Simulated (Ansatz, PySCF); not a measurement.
Species: GaCl (charge 0, triplet). This is an excited triplet: at this geometry the singlet lies 3.36 eV lower at CCSD(T)/CBS(def2-TZVPPD,def2-QZVPPD). 
Structure (B3LYP-D3(BJ)/def2-TZVP (Ansatz, an electronic-structure program) minimum search):
SMILES: [Cl][Ga]
```xyz
2

Ga     0.0000     0.0000    -0.7780
Cl     0.0000     0.0000     1.4187
```
Charge 0, spin multiplicity 3.

Dipole moments at this geometry, in debye (magnitudes).

```csv
level,program,dipole (D)
HF/def2-TZVPD,PySCF,2.30
SVWN5/def2-TZVPD,Ansatz,1.30
BP86/def2-TZVPD,PySCF,1.33
TPSS/def2-TZVPD,PySCF,1.49
r2SCAN/def2-TZVPD,Ansatz,1.67
B97M-V/def2-TZVPD,Ansatz,1.54
B3LYP/def2-TZVPD,Ansatz,1.52
PBE0/def2-TZVPD,Ansatz,1.68
r2SCANh/def2-TZVPD,Ansatz,1.76
r2SCAN0/def2-TZVPD,Ansatz,1.88
HSE06/def2-TZVPD,Ansatz,1.67
wB97M-V/def2-TZVPD,Ansatz,1.69
CCSD(T)/def2-SVPD,Ansatz,1.92
```
